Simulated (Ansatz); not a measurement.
`OB(O)C12CC3CC(CC(C3)C1)C2`, relaxed as a singlet with RKS PBE-D4/def2-SVP in Ansatz, starting from the GFN2-xTB geometry. Force threshold 0.03 eV/Å.

Start:

```tsv
atom	x (Å)	y (Å)	z (Å)
O1	2.622	2.172	-0.238
B2	1.333	2.197	0.183
O3	0.748	3.303	0.699
C4	0.475	0.839	0.067
C5	0.523	0.299	-1.372
C6	-0.252	-1.013	-1.479
C7	-1.709	-0.783	-1.083
C8	-1.766	-0.267	0.354
C9	-1.146	-1.301	1.293
C10	0.308	-1.536	0.890
C11	0.369	-2.051	-0.547
C12	1.084	-0.225	0.997
C13	-0.994	1.046	0.459
H14	3.122	2.987	-0.169
H15	1.281	4.098	0.766
H16	1.564	0.146	-1.662
H17	0.092	1.039	-2.051
H18	-0.207	-1.374	-2.513
H19	-2.268	-1.718	-1.164
H20	-2.169	-0.057	-1.758
H21	-2.811	-0.097	0.639
H22	-1.189	-0.939	2.323
H23	-1.705	-2.238	1.241
H24	0.759	-2.278	1.560
H25	1.408	-2.231	-0.832
H26	-0.171	-2.998	-0.629
H27	2.127	-0.385	0.720
H28	1.058	0.137	2.028
H29	-1.045	1.434	1.478
H30	-1.440	1.793	-0.200
```

Task: Estimate the energy that the relaxation releases and the steps that it takes.

Result: 4.0 kcal/mol, in 5 steps; 54 s on 4 threads of Intel Xeon on a shared host. No frequencies were taken in this run, so the end may be a saddle point.

Task: Does the start keep its bonding?

Result: By distances, no bond broke or formed. The bond that changes most is B2–O3, from 1.35 to 1.38 Å (atoms count from 1).

Task: Predict the relaxed structure.

Result: 
```
atom   x (Å)   y (Å)   z (Å)
  O1   2.635   2.152  -0.261
  B2   1.329   2.192   0.178
  O3   0.743   3.316   0.716
  C4   0.475   0.858   0.064
  C5   0.526   0.309  -1.389
  C6  -0.251  -1.018  -1.494
  C7  -1.721  -0.786  -1.092
  C8  -1.784  -0.267   0.358
  C9  -1.152  -1.308   1.302
 C10   0.319  -1.541   0.903
 C11   0.381  -2.057  -0.548
 C12   1.095  -0.214   1.007
 C13  -1.007   1.060   0.463
 H14   3.125   2.986  -0.158
 H15   1.329   4.091   0.768
 H16   1.582   0.161  -1.698
 H17   0.090   1.056  -2.089
 H18  -0.205  -1.390  -2.541
 H19  -2.298  -1.733  -1.186
 H20  -2.193  -0.052  -1.780
 H21  -2.844  -0.098   0.647
 H22  -1.210  -0.954   2.354
 H23  -1.717  -2.265   1.252
 H24   0.777  -2.290   1.585
 H25   1.437  -2.246  -0.840
 H26  -0.155  -3.027  -0.632
 H27   2.163  -0.374   0.744
 H28   1.075   0.151   2.058
 H29  -1.069   1.459   1.498
 H30  -1.474   1.827  -0.192
```
Bond lengths: 12 × C–C 1.54 to 1.56 Å; 2 × B–O 1.38 Å; 1 × B–C 1.59 Å; 15 × C–H 1.11 Å; 2 × H–O 0.97 Å.
